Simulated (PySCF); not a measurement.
# Multinuclear NMR of C$_{5}$H$_{11}$N$_{2}$PSi

Atoms are numbered as in `[CH3:1][NH:2][P:3]1(=[N:4][SiH3:5])[CH:6]=[CH:7][CH:8]=[CH:9]1`. Hydrogens are named by the atom that carries them.

PySCF 2.14.0 with density-fitted response routines calculation with geometry: GFN2-xTB and GIAO PBE0/pcSseg-1 shieldings; non-relativistic, gas phase, single conformer, equivalent nuclei averaged.

(1) Where does 31P resonate?

(2) Predict the 29Si NMR data.

(3) Where does 15N resonate?

Answers

(1) 
| atoms | environment | σ (ppm) | δ (ppm) |
| --- | --- | --- | --- |
| P3 | phosphorus bonded to 2 C, 2 N, in a 5-membered ring | 290.3 | 29.6 |

Shieldings were converted by a linear fit to measured shifts: 31P (scatter 18.1 ppm rms vs H3PO4, solution or neat liquid). A few per cent of atoms miss by over 2 rms, more outside the fitted compound classes.

On a 400 MHz spectrometer 31P resonates near 161.9 MHz, so 1 ppm is 161.9 Hz.

(2) 
| atoms | environment | σ (ppm) | δ (ppm) |
| --- | --- | --- | --- |
| Si5 | silicon bonded to N, 3 H | 418.5 | -64.0 |

Shieldings were converted by a linear fit to measured shifts: 29Si (scatter 8.9 ppm rms, 25.8 ppm with the 6 outliers that the fit left out vs TMS, solution or neat liquid). Occasional misses reach two or three times the rms, and more in compound classes unlike the fitted ones.

On a 600 MHz spectrometer 29Si resonates near 119.2 MHz, so 1 ppm is 119.2 Hz.

(3) 
```json
{"atoms": "N2", "environment": "nitrogen bonded to C, P, H", "σ (ppm)": "231.2", "δ (ppm)": "-361.1"}
{"atoms": "N4", "environment": "nitrogen bonded to P, Si", "σ (ppm)": "262.7", "δ (ppm)": "-390.1"}
```

Shieldings were converted by a linear fit to measured shifts: 15N (scatter 6.3 ppm rms vs CH3NO2, solution or neat liquid). A few per cent of atoms miss by over 2 rms, more outside the fitted compound classes.

On a 600 MHz spectrometer 15N resonates near 60.8 MHz, so 1 ppm is 60.8 Hz.
